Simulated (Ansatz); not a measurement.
Basis-set extrapolation for `CCB(CC)CC` (PBE0-D4/def2-TZVP geometry, frozen core, Ansatz). Multiplicity 1, RHF reference.

|  | def2-TZVPP | def2-QZVPP |
| --- | --- | --- |
| HF | -260.730851 | -260.743271 |
| MP2 correlation | -1.163867 | -1.235553 |
| CCSD(T) correlation | -1.293782 | not run |

Energies in hartree. Use E(X) = E(∞) + A·exp(−7.88·√X) for Hartree–Fock and E(X) = E(∞) + B·X^(−2.97) for correlation, with X = 3 and 4, and add CCSD(T) minus MP2 of the smaller set to the MP2 limit.

Question: What is the CCSD(T) energy at the basis-set limit?

Answer: HF limit: -260.743271 + (-0.012420) × 0.13774 = -260.74498. MP2 limit: -1.235553 + (-0.071686) × 0.74074 = -1.28865. Higher-order term: -1.293782 − (-1.163867) = -0.12992. Total: -262.16355 hartree, 364.7 kJ/mol below CCSD(T)/def2-TZVPP.
